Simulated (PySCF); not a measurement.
## What builds the third ionisation energy along the noble gases

Calculated with PySCF 2.14 from differences of total energies of unrestricted determinants, without spin-orbit coupling. Each column adds one step, in eV (sums use unrounded values): valence MP2, valence CCSD, valence triples, then the next inner shell at CCSD(T) (Ne 1s, Ar 2s 2p, Xe 4s 4p 4d). References (NIST) marked * lie between the lowest fine-structure levels; the others compare directly ((s) semi-empirical, (t) theoretical).

```csv
element,UHF,+ MP2,+ CCSD,+ (T),+ inner shell,sum,reference
"Ne [He] 2s2 2p4 → [He] 2s2 2p3 (aug-cc-pCVTZ-DK, spin-free X2C)",61.801,1.222,0.031,0.019,0.035,63.109,63.423 *
"Ar [Ne] 3s2 3p4 → [Ne] 3s2 3p3 (aug-cc-pCVTZ-DK, spin-free X2C)",39.387,0.825,0.112,0.028,0.040,40.392,40.735 ± 0.012 (s) *
"Xe [Kr] 4d10 5s2 5p4 → [Kr] 4d10 5s2 5p3 (aug-cc-pwCVTZ-DK3, spin-free X2C)",29.373,0.672,0.140,0.024,0.175,30.385,31.05 ± 0.04 (s) *
```

What remains against the references is mostly basis incompleteness and, for starred values, spin-orbit coupling.

Q: What share of the correlation contribution for Xe comes from the inner shell?

A: The four steps add to 1.011 eV, of which the inner shell gives 0.175 eV, or 17 %.
